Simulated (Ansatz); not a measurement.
Cartesian coordinates (Å):
SMILES: B
```xyz
4

B      0.0000     0.0000     0.0001
H     -0.8414    -0.8464     0.0012
H     -0.3122     1.1519     0.0005
H      1.1537    -0.3055    -0.0018
```
Charge 0, multiplicity 1.

The numbers are results of frozen-core CCSD(T)/cc-pVTZ // PBE0-D4/def2-TZVP (Ansatz, a first-principles code), not measurements.

```json
{
 "HF energy": "-26.40011 Ha",
 "MP2 correlation energy": "-0.11334 Ha"
}
```

Estimate the CCSD correlation energy, the (T) correction, the total energy and the T1 diagnostic.


| Quantity | Value |
|---|---|
| CCSD correlation energy | -0.13508 Ha |
| (T) correction | -0.00253 Ha |
| CCSD(T) total energy | -26.53772 Ha |
| T1 diagnostic | 0.006 |
